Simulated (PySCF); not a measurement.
# Exercise with solution: oscillator strength and radiative lifetime

CH9GeN3, SMILES [CH3][Ge]([NH2])([NH2])[NH2].

The structure is a stationary point at PBE0-D3(BJ)/def2-SVP. The values are those of a single conformer.

TDDFT-PBE/def2-SVPD in PySCF puts the first singlet state with f over 0.02 at 4.92 eV (vertical), with the transition dipole (0.000, 0.000, -0.564) in atomic units.

Q: Find the oscillator strength, the wavelength and the radiative lifetime that this transition would have in vacuum if emission retraced absorption.

A: 
|μ|² = 0.3181 au, so |μ| = 1.43 D. ΔE = 4.92/27.211 = 0.1808 hartree. f = (2/3) ΔE |μ|² = 0.038 (the program prints 0.038).
λ = 1239.84/4.92 = 252 nm; ν = 39682 cm⁻¹.
Einstein's coefficient A = 0.6670 ν² f s⁻¹ (ν in cm⁻¹) = 4.0e7 s⁻¹, so τ = 1/A = 25 ns. This state is S1. The figure is the radiative limit of this one transition; relaxation, internal conversion, crossing to triplets and a medium change what is measured.
